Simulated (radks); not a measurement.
These are the eigenvalues of the occupied orbitals of an atom or ion with whole-number occupations (hartree). Calculated with a radial shooting solver on a logarithmic mesh with Libxc functionals: scalar-relativistic Kohn-Sham, PBE, spin-polarised, spherical densities, point nucleus.

1s down: -2971.529
1s up: -2971.528
2s up: -526.4368
2s down: -526.4230
2p up: -455.3810
2p down: -455.3699
3s up: -126.2323
3s down: -126.2272
3p up: -105.6275
3p down: -105.6217
3d up: -83.64525
3d down: -83.63530
4s up: -29.42775
4s down: -29.41458
4p up: -22.67163
4p down: -22.65940
4d up: -14.56835
4d down: -14.55406
5s up: -6.56131
5s down: -6.46768
4f up: -5.57191
4f down: -5.55129
5p up: -4.74262
5p down: -4.62794
5d up: -2.63564
5d down: -2.50782

Which element is it, and in what charge state? The configuration may be excited. Open shells, if any, are filled with parallel spins first.

Answer. Z = 79, gold, charge +5: Au5+ in [Xe] 4f14 5d6. The list shows which subshells hold electrons but not how many an open one holds; the 1s level, -2971.5 hartree, gives Z - s = 77.1 by -(Z - s)^2/2, which with screening and relativity narrows Z to a few neighbours, and the depths of the outer levels then fix element, charge and occupations together.
